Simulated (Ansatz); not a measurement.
Basis-set extrapolation for `Cc1c(F)c(F)c(F)c(F)c1F` (PBE0-D4/def2-TZVP geometry, frozen core, Ansatz 0.2.0). Multiplicity 1, RHF reference.

|  | def2-TZVPP | def2-QZVPP |
| --- | --- | --- |
| HF | -764.282772 | -764.314897 |
| MP2 correlation | -2.312677 | -2.502576 |
| CCSD(T) correlation | -2.423077 | not run |

Energies in hartree. Use E(X) = E(∞) + A·exp(−7.88·√X) for Hartree–Fock and E(X) = E(∞) + B·X^(−2.97) for correlation, with X = 3 and 4, and add CCSD(T) minus MP2 of the smaller set to the MP2 limit.

Question: What is the CCSD(T) energy at the basis-set limit?

Answer: HF limit: -764.314897 + (-0.032125) × 0.13774 = -764.31932. MP2 limit: -2.502576 + (-0.189899) × 0.74074 = -2.64324. Higher-order term: -2.423077 − (-2.312677) = -0.11040. Total: -767.07296 hartree, 963.8 kJ/mol below CCSD(T)/def2-TZVPP.
